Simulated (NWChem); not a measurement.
# SiN$_{2}$H$_{5}$Cl; SMILES N[SiH](N)Cl

```xyz
9

Si     0.0221    -0.4008     0.3768
N     -1.4874    -0.9579    -0.2102
N      1.2426    -1.3682    -0.3281
Cl     0.0276     1.6273    -0.1316
H      0.2905    -0.4182     1.8414
H     -2.2905    -0.3419    -0.2355
H     -1.7484    -1.9326    -0.1175
H      1.2611    -1.5168    -1.3312
H      2.1724    -1.3942     0.0741
```
Atoms are numbered in this order, from 1.

All runs: NWChem. Geometry optimised at PBE0/def2-SVP; all other runs use it. 

```csv
quantity,level,value
−ε(HOMO) (eV),PBE/def2-SVP,5.92
"vertical, lowest excitation, singlet (eV)","PBE0/def2-SVPD, TDA",6.93
solvation free energy (kcal/mol) in n-hexane,"PBE0/def2-SVP, SMD",-2.9
"anisotropy (bohr³), static",PBE0/def2-SVPD,10.3
dipole (D),PBE0/def2-SVP,2.27
highest harmonic frequency (cm⁻¹),PBE0/def2-SVP,3731
```
